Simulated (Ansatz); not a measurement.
Several settings on one geometry of [MnF6]2- (MnF₆²⁻) (that of the charge -2 quartet, PBE-D4/def2-SVPD). Ansatz on 4 threads of Intel Xeon 6975P-C on a shared host; times are rough.

```xyz
7

Mn    0.000    0.000    0.000
F    -0.018   -0.009    1.859
F     0.018    0.009   -1.859
F     1.859    0.005    0.018
F    -1.859   -0.005   -0.018
F    -0.005    1.859    0.009
F     0.005   -1.859   -0.009
```

Totals from different functionals, basis sets or treatments of relativity can't be compared as stabilities.

DK, ANO-RCC and x2c sets are all-electron and run with scalar relativity unless a key says otherwise. Correlated methods freeze 11 core orbitals; core or outer-core shells of Mn are correlated, in sets that lack core-valence functions. A multiply charged anion in the gas phase is held together partly by the finite basis.

Question: Give the basis size and estimate the energy, ⟨S²⟩ and time of these runs.

```json
{"run": "1", "method": "ROKS PBE, rpa/def2-mTZVP", "charge": "-2", "state": "quartet", "further keys": "final_grid: {core_spheres: 20, valence_spheres: 16, degree: 47}; accuracy: high"}
{"run": "2", "method": "UKS rPW86-PBE-D4/ANO-RCC-VTZP", "charge": "-2", "state": "quartet", "further keys": "nuclear_model: gaussian"}
{"run": "3", "method": "UKS PBE0/x2c-TZVPPall", "charge": "-2", "state": "quartet", "further keys": "final_grid: {core_spheres: 5, valence_spheres: 4, degree: 11}; scf: {lower_state_search: off}; forces asked"}
{"run": "4", "method": "UKS PBE0-DH/cc-pVDZ", "charge": "-2", "state": "quartet", "further keys": "scf: {lower_state_search: off}"}
```

Answer: 
```tsv
run	functions	energy (Eh)	⟨S²⟩	wall time
1	147	-1748.8708	–	27 s
2	239	-1760.3828	3.77	13 s
3	250	-1757.8252	3.80	6.5 s
4	127	-1749.3839	3.84	2.4 s
```

The highest occupied level of an anion often lies above zero with these methods, and sets without diffuse functions describe the outer electron poorly.
